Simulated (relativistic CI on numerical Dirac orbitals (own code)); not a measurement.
## What each ingredient does to the levels of Yb⁶²⁺

Base calculation: Dirac-Coulomb-Breit CI, KLI orbitals optimised for each configuration, model QED (radiative potential, 1s self-energy scaled to tabulated hydrogen-like ionisation energies), unscaled Slater integrals.

Configuration list (outside the closed core 1s2): 2s2 2p4, 2s 2p5, 2p6, 2p5 3s, 2p5 3p, 2s2 2p3 3s, 2p5 3d, 2s2 2p3 3p, 2s2 2p3 3d, 2s 2p4 3s, 2s 2p4 3p, 2s 2p4 3d, 2s2 2p3 4s, 2s2 2p3 4p, 2s2 2p3 4d, 2s2 2p3 4f. Levels of other configurations are missing.

Variants: (1) non-relativistic limit; (2) one mean potential for all configurations. Shifts of the energy above 2s2 2p4 3P_2, in eV, for the lowest level and the first level of each name with at least 55 % of one term (blank where a level changes its place among those of its configuration and J or its character, or is not in the variant):

```tsv
Level	Base	Δ(1)	Δ(2)
2s2 2p4 3P_2	0.00	0.00	0.00
2s2 2p4 1S_0	56.17		-0.02
2s2 2p4 3P_1	1083.72	-1083.72	+0.09
2s2 2p4 1D_2	1102.54	-1064.50	+0.09
2s 2p5 3P°_2	1459.06	-1151.28	+0.28
2s 2p5 1P°_1	1537.44		+0.28
2s2 2p4 3P_0	2208.68		+0.19
2s 2p5 3P°_0	2553.89	-2246.11	+0.28
2s 2p5 3P°_1	2591.23		+0.28
2p6 1S_0	3034.71	-2315.99	+0.63
2s2 2p3 3p 3P_0	8183.70	-116.71	-0.02
2s2 2p3 3d 3P°_0	8258.52		-0.62
2s2 2p3 3s 3S°_1	8788.42		+0.81
2s2 2p3 3s 3D°_3	8801.45	-783.38	+0.64
2s2 2p3 3s 1D°_2	8809.63	-780.25	+0.72
2s2 2p3 3s 3P°_0	8849.65	-803.33	+0.18
2s2 2p3 3s 3P°_1	8853.06	-806.74	+0.23
2s2 2p3 3p 3D_1	8957.69	-855.08	+0.13
2s 2p4 3s 5P_3	9094.76	-876.42	+0.05
2s 2p4 3s 3P_2	9124.10		+0.18
2s 2p4 3s 3S_1	9196.50		-0.41
2s2 2p3 3p 3F_4	9221.94	-1111.04	+0.67
```

At this charge energies of transitions that change n are usually good to better than 1 %, and those within a shell (Δn = 0) to a few per cent.

Ionisation energy from the two ground configurations alone: base 14433.5 eV. The NIST ASD value (theoretical) is 14435 eV.

LS names give the leading component of a level, which can be under half, so a name can repeat, a term be missing and a line seem to break the LS rules.
